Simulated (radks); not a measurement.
Values are calculated unless marked as measured or tabulated.
Question: Pd6+, configuration [Kr] 4d4 (the NIST ground configuration). Level of theory: Dirac Kohn-Sham, relativistic LDA (MacDonald-Vosko exchange, VWN5 correlation), spin-unpolarised, spherical densities, finite nucleus; open shells fill j = l - 1/2 first; Fermi nuclear charge, rms radius 4.5318 fm (a radial shooting solver on a logarithmic mesh with Libxc functionals). Some entries of the table are withheld. Estimate them.

orbital  occ.  eigenvalue (eV)  <r^2> (bohr^2)
1s1/2       2        -24117.51        0.001381
2s1/2       2        -3612.084         0.02263
2p1/2       2        -3362.798         0.01692
2p3/2       4        -3204.808         0.01825
3s1/2       2        -732.7471          0.1654
3p1/2       2        -633.6529          0.1608
3p3/2       4        -606.0215          0.1700
3d3/2       4              (1)          0.1507
3d5/2       6              (2)          0.1535
4s1/2       2        -179.9965          0.9535
4p1/2       2        -148.0451             (3)
4p3/2       4        -143.0572             (4)
4d3/2       4         -92.2748           1.552
4d5/2       0         -91.5391           1.575

Answer: 
(1) 3d3/2 eigenvalue (eV): -429.2455
(2) 3d5/2 eigenvalue (eV): -423.6995
(3) 4p1/2 <r^2> (bohr^2): 1.073
(4) 4p3/2 <r^2> (bohr^2): 1.129
